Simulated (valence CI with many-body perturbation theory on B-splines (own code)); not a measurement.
# In9+: E2, M1 decay

Method: valence CI with perturbative core correlation (CI+MBPT): four valence electrons over a frozen Dirac-Fock core [Kr], radial functions for each j: 9 s, 9 p, 10 d, 8 f, 5 g, 3 h, 1 i, with the one-electron correlation potential Σ1 (screened to all orders), the two-electron term Σ2, the three-electron term Σ3, Breit, model QED; selected single and double excitations, second order for the rest, scaled by the run's own slope (own B-spline code, finite nucleus).

No measured levels were compared; by estimate terms of the open shell hold to 2 to 4 % of their energy, and close levels can change places. Core correlation moves these levels by up to 5200 cm⁻¹, and in measured spectra 5 to 20 % of such shifts remained as error; rates that hang on mixing are uncertain with them. The list stops below the first excitations out of the core. Only levels of the ground parity were solved; by the run's estimate the other parity begins above the list, which can be wrong where configurations are misplaced.

Lines 51 to 100 of 120 in falling wavelength, among levels below 48.244 eV, chosen from the decays that carry over 1 % of a level's rate. Wavelengths and rates use the calculated energies, so an error of 2000 cm⁻¹ moves a line at 524.8 nm by 10 % and its rate by three times that or more. Electric multipoles are in the length gauge, E1 and E2 with the static RPA response of the core. S is in atomic units (e²a₀⁴ for E2 and M2, e²a₀⁶ for E3), for M1 in squared Bohr magnetons. Weak lines are less certain than strong ones. Lines between different terms over intervals too small for the method are left out, as are lines whose strength nearly cancels.

Names give the largest LS component (configuration and term), which can be under half, so a name can repeat, a term be missing and a line seem to break the LS rules; names also repeat where a configuration has a term twice. Letters in brackets count levels of one name in rising energy.

| λ vac (nm) | Upper | Lower | Type | A (s⁻¹) | S (a.u.) |
| --- | --- | --- | --- | --- | --- |
| 524.8 | 4d4 1D_2 [a] | 4d4 3P_2 [a] | M1 | 7.44e+00 | 1.99e-01 |
| 509.9 | 4d4 3H_5 | 4d4 5D_4 | M1 | 5.41e-01 | 2.92e-02 |
| 489.3 | 4d4 3G_3 | 4d4 5D_4 | M1 | 1.23e+00 | 3.75e-02 |
| 464.5 | 4d4 1F_3 | 4d4 3F_3 [a] | M1 | 9.55e-01 | 2.48e-02 |
| 447.4 | 4d4 1F_3 | 4d4 3P_2 [a] | M1 | 4.89e+00 | 1.14e-01 |
| 445.5 | 4d4 1G_4 [a] | 4d4 3H_5 | M1 | 7.24e+00 | 2.14e-01 |
| 442.9 | 4d4 1F_3 | 4d4 3G_4 | M1 | 4.27e+00 | 9.63e-02 |
| 440.8 | 4d4 3P_0 [a] | 4d4 5D_1 | M1 | 9.32e+01 | 2.96e-01 |
| 439.1 | 4d4 3P_2 [b] | 4d4 3D_2 | M1 | 1.04e+01 | 1.63e-01 |
| 435.5 | 4d4 3D_1 | 4d4 3P_0 [a] | M1 | 1.60e+01 | 1.47e-01 |
| 429.1 | 4d4 3G_3 | 4d4 5D_3 | M1 | 1.44e+01 | 2.95e-01 |
| 418.9 | 4d4 1S_0 [a] | 4d4 3P_1 [a] | M1 | 8.69e+01 | 2.37e-01 |
| 404.6 | 4d4 3F_4 [a] | 4d4 5D_4 | M1 | 1.86e+01 | 4.11e-01 |
| 398.4 | 4d4 3F_2 [a] | 4d4 5D_3 | M1 | 1.11e+00 | 1.30e-02 |
| 396.9 | 4d4 1D_2 [a] | 4d4 3F_2 [a] | M1 | 7.98e+00 | 9.25e-02 |
| 395.8 | 4d4 3F_2 [b] | 4d4 3D_1 | M1 | 1.18e+01 | 1.36e-01 |
| 384.5 | 4d4 1F_3 | 4d4 3F_4 [a] | M1 | 3.65e+00 | 5.39e-02 |
| 382.1 | 4d4 1D_2 [a] | 4d4 3P_1 [a] | M1 | 5.32e+00 | 5.50e-02 |
| 380.9 | 4d4 3G_3 | 4d4 5D_2 | M1 | 7.13e+00 | 1.02e-01 |
| 380.0 | 4d4 3F_2 [b] | 4d4 3D_2 | M1 | 1.26e+01 | 1.28e-01 |
| 372.7 | 4d4 1G_4 [a] | 4d4 3H_4 | M1 | 3.57e+00 | 6.17e-02 |
| 370.5 | 4d4 1D_2 [a] | 4d4 3G_3 | M1 | 1.70e+01 | 1.60e-01 |
| 369.4 | 4d4 3P_1 [a] | 4d4 5D_2 | M1 | 6.23e+01 | 3.49e-01 |
| 362.5 | 4d4 3F_4 [a] | 4d4 5D_3 | M1 | 5.38e+00 | 8.55e-02 |
| 360.4 | 4d4 3F_4 [b] | 4d4 3D_3 | M1 | 1.69e+01 | 2.65e-01 |
| 356.5 | 4d4 3F_2 [a] | 4d4 5D_2 | M1 | 1.59e+01 | 1.33e-01 |
| 355.3 | 4d4 3G_4 | 4d4 5D_4 | M1 | 1.11e+01 | 1.66e-01 |
| 344.5 | 4d4 3F_4 [b] | 4d4 3G_5 | M1 | 9.23e+00 | 1.26e-01 |
| 342.5 | 4d4 3F_3 [a] | 4d4 5D_4 | M1 | 4.06e+00 | 4.24e-02 |
| 330.2 | 4d4 1F_3 | 4d4 3G_3 | M1 | 8.17e+00 | 7.63e-02 |
| 330.1 | 4d4 3P_2 [b] | 4d4 3P_2 [a] | E2 | 7.37e-01 | 1.29e+00 |
| 323.2 | 4d4 3F_2 [a] | 4d4 5D_1 | M1 | 1.30e+01 | 8.15e-02 |
| 322.5 | 4d4 3G_4 | 4d4 5D_3 | M1 | 5.85e+00 | 6.55e-02 |
| 320.1 | 4d4 3P_2 [a] | 4d4 5D_3 | M1 | 1.25e+01 | 7.63e-02 |
| 315.3 | 4d4 3F_4 [b] | 4d4 3F_3 [a] | M1 | 8.38e+00 | 8.76e-02 |
| 313.6 | 4d4 3G_5 | 4d4 5D_4 | M1 | 1.06e+00 | 1.33e-02 |
| 311.9 | 4d4 3F_3 [a] | 4d4 5D_3 | M1 | 1.30e+01 | 1.03e-01 |
| 309.8 | 4d4 3P_1 [a] | 4d4 5D_0 | M1 | 8.97e-01 | 2.97e-03 |
| 302.9 | 4d4 3F_2 [b] | 4d4 3F_3 [a] | M1 | 3.45e+01 | 1.78e-01 |
| 301.5 | 4d4 3D_3 | 4d4 5D_4 | M1 | 1.76e+01 | 1.25e-01 |
| 295.6 | 4d4 3F_2 [b] | 4d4 3P_2 [a] | M1 | 3.61e+00 | 1.73e-02 |
| 292.5 | 4d4 3P_2 [a] | 4d4 5D_2 | M1 | 5.00e-01 | 2.32e-03 |
| 285.6 | 4d4 3F_3 [a] | 4d4 5D_2 | M1 | 6.16e+00 | 3.73e-02 |
| 281.7 | 4d4 1F_3 | 4d4 3H_4 | M1 | 4.78e+00 | 2.77e-02 |
| 277.5 | 4d4 3D_3 | 4d4 5D_3 | M1 | 5.84e+00 | 3.24e-02 |
| 276.3 | 4d4 3F_4 [b] | 4d4 3F_4 [a] | M1 | 2.40e+01 | 1.69e-01 |
| 269.7 | 4d4 3P_2 [a] | 4d4 5D_1 | M1 | 1.89e+00 | 6.87e-03 |
| 267.3 | 4d4 3P_2 [b] | 4d4 3P_1 [a] | M1 | 8.21e+00 | 2.91e-02 |
| 261.6 | 4d4 3P_2 [b] | 4d4 3G_3 | M1 | 3.78e+00 | 1.26e-02 |
| 258.0 | 4d4 3D_2 | 4d4 5D_3 | M1 | 4.18e+01 | 1.33e-01 |
